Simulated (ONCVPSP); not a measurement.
# Bi: from the effect back to the setting (ONCV)

Base potential:

ONCVPSP 4.0.1 input, shortened (lines: element, Z, core and valence counts, functional; n l f; lmax; l rc ep ncon nbas qcut; lloc lpopt rc5 dvloc0; l nproj debl; icmod fcfact rcfact), BLYP, fully relativistic:

```
  Bi 83.00   12    3  -106131      upf
    1    0    2.00
    2    0    2.00
    2    1    6.00
    3    0    2.00
    3    1    6.00
    3    2   10.00
    4    0    2.00
    4    1    6.00
    4    2   10.00
    4    3   14.00
    5    0    2.00
    5    1    6.00
    5    2   10.00
    6    0    1.50
    6    1    3.50
    2
    0    1.75    0.00    4    7    3.00
    1    1.90    0.00    3    6    4.40
    2    1.70    0.00    4    8    9.10
    4    5    1.45    6.00
    0    3    1.70
    1    2    3.60
    2    3    1.90
    3    5.25    1.65
```

Open shells are filled in proportion to 2j + 1.

Cutoffs, loose and tight: the cutoffs (Ha) at which the residual kinetic energy of the hardest occupied pseudo-wave falls to 1 and 0.1 mHa per electron. They do not see the model core or the augmentation charge, which bear on the density cutoff. Test errors are all-electron minus pseudo excitation energies from the reference, over the configurations 5d10 6s2 6p3; 5d10 6s2 6p2; 5d10 6s2 6p1; 5d10 6s1 6p4; variants that change the core or the reference have their own tests.

Only the fcfact is moved:

```tsv
fcfact	cutoff, loose	cutoff, tight	bound ghosts	largest test error (meV)	median size of the test errors
1.4	28 Ha	33 Ha	s	-10	2.6 meV
2.5	28 Ha	33 Ha	s	-16	3.3 meV
3.3	28 Ha	33 Ha	s	-20	3.8 meV
4.1	28 Ha	33 Ha	s	-24	4.1 meV
5.6	28 Ha	33 Ha	s	-30	4.8 meV
6.7	28 Ha	33 Ha	s	-34	5.2 meV
7.4	28 Ha	33 Ha	s	-36	5.4 meV
```

**Question.** One more run gave cutoff, loose: 28 Ha; cutoff, tight: 33 Ha; bound ghosts: s; largest test error (meV): -28; median size of the test errors: 4.6 meV. Which value of the fcfact was used?

**Answer.** 5.1. The median size of the test errors moves one way along this sweep, from 2.6 meV at 1.4 to 5.4 meV at 7.4, which places the run between 4.1 and 5.6.
